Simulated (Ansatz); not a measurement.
`[OH][GeH2][F]` + `O[SiH3]` → `[F][GeH2][O][SiH3]` + H₂O  (ligand exchange at a Ge–O bond)

Computed with Ansatz on PBE0-D4/def2-TZVP structures; ΔE is electronic, products minus reactants. CCSD(T)/CBS adds triple-zeta CCSD(T) − MP2 to the extrapolated MP2 energy (def2 sets, frozen cores). This one scheme is used for every species. Functionals use def2-TZVPP. B3LYP here is the variant with VWN-RPA as its local correlation; programs differ in this. HSE06 is defined as in plane-wave codes. For Ge outer-core shells are correlated without core-valence functions, which leaves a few kJ/mol of doubt a bond. Scalar relativity is left out up to krypton. Each species was taken in one conformer, which may not be the lowest.

```json
{"level": "LDA (SPW92)", "ΔE (kJ/mol)": "-6.7", "difference from CCSD(T)/CBS": "10.9"}
{"level": "PBE-D4", "ΔE (kJ/mol)": "-9.4", "difference from CCSD(T)/CBS": "8.2"}
{"level": "revPBE-D4", "ΔE (kJ/mol)": "-10.5", "difference from CCSD(T)/CBS": "7.1"}
{"level": "BLYP-D4", "ΔE (kJ/mol)": "-12.2", "difference from CCSD(T)/CBS": "5.4"}
{"level": "r2SCAN-D4", "ΔE (kJ/mol)": "-11.2", "difference from CCSD(T)/CBS": "6.4"}
{"level": "B97M-V", "ΔE (kJ/mol)": "-11.5", "difference from CCSD(T)/CBS": "6.1"}
{"level": "PBE0-D4", "ΔE (kJ/mol)": "-12.7", "difference from CCSD(T)/CBS": "4.9"}
{"level": "B3LYP-D4", "ΔE (kJ/mol)": "-14.4", "difference from CCSD(T)/CBS": "3.2"}
{"level": "r2SCANh-D4", "ΔE (kJ/mol)": "-12.1", "difference from CCSD(T)/CBS": "5.5"}
{"level": "r2SCAN0-D4", "ΔE (kJ/mol)": "-13.4", "difference from CCSD(T)/CBS": "4.2"}
{"level": "HSE06-D4", "ΔE (kJ/mol)": "-12.6", "difference from CCSD(T)/CBS": "5.0"}
{"level": "BHLYP-D4", "ΔE (kJ/mol)": "-18.3", "difference from CCSD(T)/CBS": "-0.7"}
{"level": "CAM-B3LYP-D4", "ΔE (kJ/mol)": "-13.3", "difference from CCSD(T)/CBS": "4.3"}
{"level": "B2PLYP", "ΔE (kJ/mol)": "-11.4", "difference from CCSD(T)/CBS": "6.2"}
{"level": "PBE-QIDH", "ΔE (kJ/mol)": "-13.6", "difference from CCSD(T)/CBS": "4.0"}
{"level": "PBE", "ΔE (kJ/mol)": "-5.7", "difference from CCSD(T)/CBS": "11.9"}
{"level": "revPBE", "ΔE (kJ/mol)": "-5.0", "difference from CCSD(T)/CBS": "12.6"}
{"level": "r2SCAN", "ΔE (kJ/mol)": "-10.1", "difference from CCSD(T)/CBS": "7.5"}
{"level": "PBE0", "ΔE (kJ/mol)": "-9.3", "difference from CCSD(T)/CBS": "8.3"}
{"level": "B3LYP", "ΔE (kJ/mol)": "-8.5", "difference from CCSD(T)/CBS": "9.1"}
{"level": "r2SCANh", "ΔE (kJ/mol)": "-10.9", "difference from CCSD(T)/CBS": "6.7"}
{"level": "HSE06", "ΔE (kJ/mol)": "-9.3", "difference from CCSD(T)/CBS": "8.3"}
{"level": "BHLYP", "ΔE (kJ/mol)": "-12.1", "difference from CCSD(T)/CBS": "5.5"}
{"level": "CAM-B3LYP", "ΔE (kJ/mol)": "-9.6", "difference from CCSD(T)/CBS": "8.0"}
{"level": "LC-ωPBE", "ΔE (kJ/mol)": "-9.8", "difference from CCSD(T)/CBS": "7.8"}
{"level": "RPA@PBE/def2-TZVPP", "ΔE (kJ/mol)": "-15.8", "difference from CCSD(T)/CBS": "1.8"}
{"level": "HF/def2-SVP", "ΔE (kJ/mol)": "-19.9", "difference from CCSD(T)/CBS": "-2.3"}
{"level": "MP2/def2-SVP", "ΔE (kJ/mol)": "-16.4", "difference from CCSD(T)/CBS": "1.2"}
{"level": "CCSD/def2-SVP", "ΔE (kJ/mol)": "-17.6", "difference from CCSD(T)/CBS": "0.0"}
{"level": "HF/def2-TZVPP", "ΔE (kJ/mol)": "-15.8", "difference from CCSD(T)/CBS": "1.8"}
{"level": "MP2/def2-TZVPP", "ΔE (kJ/mol)": "-15.7", "difference from CCSD(T)/CBS": "1.9"}
{"level": "SCS-MP2/def2-TZVPP", "ΔE (kJ/mol)": "-15.4", "difference from CCSD(T)/CBS": "2.2"}
{"level": "CCSD/def2-TZVPP", "ΔE (kJ/mol)": "-16.1", "difference from CCSD(T)/CBS": "1.5"}
{"level": "CCSD(T)/def2-TZVPP", "ΔE (kJ/mol)": "-15.9", "difference from CCSD(T)/CBS": "1.7"}
{"level": "HF/def2-QZVPP", "ΔE (kJ/mol)": "-17.2", "difference from CCSD(T)/CBS": "0.4"}
{"level": "MP2/def2-QZVPP", "ΔE (kJ/mol)": "-17.1", "difference from CCSD(T)/CBS": "0.5"}
{"level": "SCS-MP2/def2-QZVPP", "ΔE (kJ/mol)": "-16.7", "difference from CCSD(T)/CBS": "0.9"}
{"level": "HF/CBS(def2)", "ΔE (kJ/mol)": "-17.3", "difference from CCSD(T)/CBS": "0.3"}
{"level": "MP2/CBS(def2)", "ΔE (kJ/mol)": "-17.4", "difference from CCSD(T)/CBS": "0.2"}
{"level": "CCSD/CBS(def2)", "ΔE (kJ/mol)": "-17.8", "difference from CCSD(T)/CBS": "-0.2"}
{"level": "CCSD(T)/CBS", "ΔE (kJ/mol)": "-17.6", "difference from CCSD(T)/CBS": "0"}
```

(1) What do rigid-rotor, harmonic-oscillator terms from PBE0-D4/def2-TZVP frequencies (298.15 K, 1 bar) make of the CCSD(T)/CBS value? (Estimate.)

Largest T1 diagnostic among the species: 0.012.

## Answers

(1) Computed: ΔZPE = -2.5 kJ/mol, ΔH = -16.8 kJ/mol, ΔS = 0 J/(mol·K), ΔG = -16.7 kJ/mol. Modes under 50 cm⁻¹ make the entropy rough.

From BLYP to BHLYP (50 % exact exchange), in def2-TZVPP and without D4, ΔE moves by −6.7 kJ/mol. Leaving LDA and LC-ωPBE aside and taking each functional with its dispersion term where it has one, the values spread over 8.9 kJ/mol, from BHLYP-D4 to PBE-D4.
